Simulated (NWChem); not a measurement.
System: C$_{2}$H$_{3}$FO$_{2}$Si; SMILES FC=C1O[SiH2]O1

NWChem input:

```
start job
memory heap 200 mb stack 700 mb global 900 mb
geometry units angstroms noautosym nocenter noautoz
  F     -0.392926     2.602594     0.000000
  C      0.552410     1.660811     0.000000
  C      0.243714     0.365168     0.000000
  O     -0.997763    -0.218627     0.000000
  Si    -0.209534    -1.730019     0.000000
  O      1.136458    -0.682120     0.000000
  H      1.584548     2.011082     0.000000
  H     -0.384105    -2.537915     1.231106
  H     -0.384105    -2.537915    -1.231106
end
basis spherical
  * library 6-31g*
end
dft
  xc hfexch
  iterations 150
  mulliken
end
task dft energy
esp
  recalculate
  probe 0.07
  range 0.3
  factor 1.0
  spacing 0.02
end
task esp
```

Geometry: optimised at PBE0/def2-SVP.

Atomic charges in e: unrestrained fits to the electrostatic potential beside Mulliken populations; buried atoms are poorly determined by the fit.

Atoms are numbered as in the input.

Question: Give the results of this calculation. (Hartree-Fock/6-31G* (spherical d).) Quantities: ESP F1; Mulliken F1; ESP C2; Mulliken C2; ESP C3; Mulliken C3; ESP O4; Mulliken O4; ESP Si5; Mulliken Si5; relative RMS misfit of the potential (%).

Answer: 
```yaml
ESP F1: -0.16
Mulliken F1: -0.42
ESP C2: -0.14
Mulliken C2: 0.12
ESP C3: 0.47
Mulliken C3: 0.76
ESP O4: -0.53
Mulliken O4: -0.78
ESP Si5: 1.09
Mulliken Si5: 1.17
relative RMS misfit of the potential (%): 25
```
